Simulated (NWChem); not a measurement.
Correlation energy of HCu

```
Cu
H 1 1.4632
```
Charge 0, spin multiplicity 1.

Program: NWChem. The geometry was optimised at PBE/def2-SVP, a minimum by its harmonic frequencies.

Basis set: def2-TZVP. Each correlation energy counts from its own Hartree-Fock reference.

```csv
method,correlation energy (mHa),difference from CCSD(T)
MP2,-443.8,-37.6
SCS-MP2,-395.3,+10.9
CR-CCSD[T],-407.4,-1.2
CR-CCSD(T),-403.0,+3.2
CCSD,-391.8,+14.4
CCSD+T(CCSD),-412.2,-6.0
CCSD(T),-406.1,0.0
```

The values span 52.0 mHa, from MP2 (lowest) to CCSD (highest). 

The correlated methods keep 9 core orbitals frozen. The structure started from a generated list of species. No row is a measurement; the coupled-cluster row has its own basis-set and correlation limits.
